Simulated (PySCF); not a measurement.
A side-by-side comparison of computed properties.

First species: C₉H₉FN₂.
SMILES with atom numbers: `[CH3:1][CH2:2][n:3]1[n:4][cH:5][c:6]2[cH:7][c:8]([F:9])[cH:10][cH:11][c:12]12` (hydrogens: H13, H14, H15 on C1; H16, H17 on C2; H18 on C5; H19 on C7; H20 on C10; H21 on C11)

Second species: C7H9PS.
Z-matrix (Å and degrees, GFN2-xTB geometry), rows numbered from 1:
```
C 
S   1  1.8116
C   2  1.7666  1  102.50
C   3  1.3882  2  115.26  1  -179.62
C   4  1.3798  3  123.52  2   179.98
C   5  1.3876  4  122.97  3    -0.04
C   6  1.3805  5  123.98  4    -0.03
C   7  1.5030  6  119.27  5  -179.86
P   7  1.7453  6  124.57  5     0.12
H   1  1.0872  2  109.57  3   -60.84
H   1  1.0857  2  106.40  3   179.88
H   1  1.0873  2  109.52  3    60.55
H   4  1.0821  3  117.33  2     0.02
H   5  1.0806  4  118.39  3   179.93
H   6  1.0832  5  118.28  4   179.89
H   8  1.0898  7  110.50  6   -59.31
H   8  1.0887  7  110.86  6  -179.80
H   8  1.0898  7  110.40  6    59.80
```

Levels: PBE0/pcSseg-1 for dipole moment, HOMO energy, LUMO energy and HOMO–LUMO gap; GFN2-xTB for rotational constant A and rotational constant C. Geometries: GFN2-xTB. All species are isolated and taken at one optimised geometry, non-relativistic unless stated; the electronic structure was computed with PySCF and density fitting.

Dipoles, sizes and rotational constants follow the conformer. The torsions of the flexible species, by atom-mapped SMILES:
- `[CH3:1][CH2:2][n:3]1[n:4][cH:5][c:6]2[cH:7][c:8]([F:9])[cH:10][cH:11][c:12]12`: C1–C2–N3–N4 92°
- `[CH3:1][S:2][c:3]1[cH:4][cH:5][cH:6][c:7]([CH3:8])[p:9]1`: C1–S2–C3–C4 180°

Values for the first species:

| Property | Result |
| --- | --- |
| Dipole moment | 2.47 D |
| HOMO energy | -6.43 eV |
| LUMO energy | -1.09 eV |
| HOMO–LUMO gap | 5.34 eV |
| Rotational constant A | 2.122 GHz |
| Rotational constant C | 0.509 GHz |

Q: Estimate the same properties for the second species, and the change in each.

A: 
```csv
property,first,second,second less first
dipole moment,2.47 D,0.93 D,-1.54 D
HOMO energy,-6.43 eV,-6.14 eV,+0.29 eV
LUMO energy,-1.09 eV,-1.37 eV,-0.28 eV
HOMO–LUMO gap,5.34 eV,4.77 eV,-0.57 eV
rotational constant A,2.122 GHz,2.290 GHz,+0.168 GHz
rotational constant C,0.509 GHz,0.628 GHz,+0.119 GHz
```

On the first: A dipole of 2.47 D is allowed in C1, and pure rotational transitions are dipole-allowed. The dipole matches unit charges of opposite sign 0.51 Å apart (1 e·Å = 4.8032 D).

On the second: The dipole matches unit charges of opposite sign 0.19 Å apart (1 e·Å = 4.8032 D). A dipole of 0.93 D is allowed in Cs, and pure rotational transitions are dipole-allowed.
